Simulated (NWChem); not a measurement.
Correlation energy of BCl

```
B
Cl 1 1.7192
```
Charge 0, spin multiplicity 1.

The numbers come from NWChem runs, not from measurements. All single points use one geometry, from PBE0/def2-SVP, a minimum by its harmonic frequencies.

Basis set: cc-pVTZ. Each correlation energy counts from its own Hartree-Fock reference.

The correlated methods keep 6 core orbitals frozen. The structure started from a generated list of species. Coupled-cluster values serve here as a point of comparison, not as the truth.

Problem. Order these methods by the correlation energy they give, lowest first: CR-CCSD(T), CCSD+T(CCSD), CCSD, SCS-MP2.

Solution. CCSD+T(CCSD) (-302.8 mHa), CR-CCSD(T) (-299.7 mHa), CCSD (-288.9 mHa), SCS-MP2 (-259.0 mHa)
